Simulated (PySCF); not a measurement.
Ti⁺ (titanium, charge +1) across methods

[Ar] 3d2 4p1, one real determinant (an excited configuration). All numbers are calculated (PySCF 2.14, the non-relativistic Hamiltonian (point nucleus), in aug-cc-pVTZ with one added diffuse shell each of s, p, d, f, g type (9s8p6d4f3g, 118 functions)).

```csv
method,E (hartree),mean ε 3p β (eV),mean ε 3d α (eV),mean ε 4p α (eV),Σ⟨r²⟩ (bohr²),⟨S²⟩
B97-3,-848.879,-48.706,-15.525,-8.213,34.07,3.751
PBE,-848.744,-45.955,-13.634,-7.784,33.84,3.750
UHF,-848.08041,-55.043,-20.724,-9.373,35.33,3.753
CAM-B3LYP,-849.013,-49.948,-16.996,-9.047,33.93,3.751
PBE0,-848.789,-48.538,-15.522,-8.277,34.00,3.751
r2SCAN,-848.948,-46.744,-14.057,-7.796,33.78,3.751
BP86,-849.075,-46.075,-13.714,-7.871,33.66,3.750
LDA,-846.906,-46.038,-13.612,-7.798,33.61,3.750
```

⟨L²⟩ = 13.98 against 20 for a pure G term, so this real determinant mixes terms.
